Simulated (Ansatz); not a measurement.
CH4AlN, SMILES `N[C][AlH2]` (lower singlet) (charge 0, multiplicity 1). This singlet lies 0.93 eV below the relaxed triplet at the level frozen-core CCSD(T)/cc-pVTZ // PBE0-D3(BJ)/def2-TZVP (Ansatz, an electronic-structure program).

Cartesian coordinates (Å):
```xyz
7

N     -1.5369     0.1996    -0.1393
C     -0.2827     0.0361    -0.0258
Al     1.5325    -0.1992     0.1391
H     -2.0827    -0.1650    -0.9220
H     -2.1014     0.7092     0.5429
H      2.4557     0.9113    -0.5108
H      2.0155    -1.4919     0.9159
```
Charge 0, spin multiplicity 1.

Frozen-core energies in 6-31g from Ansatz at a geometry from PBE0-D3(BJ)/def2-TZVP; the HF reference has <S^2> = 0.00 and the T1 diagnostic is 0.027.

```
level     energy (Ha)  difference from CCSDTQ (mHa)
--------  -----------  ----------------------------
HF         -336.39835                        266.70
MP2        -336.62265                         42.40
CCSD       -336.65583                          9.22
CCSD(T)    -336.66358                          1.47
CCSDT      -336.66445                          0.60
CCSDT(Q)   -336.66513                         -0.08
CCSDTQ     -336.66505                          0.00
```
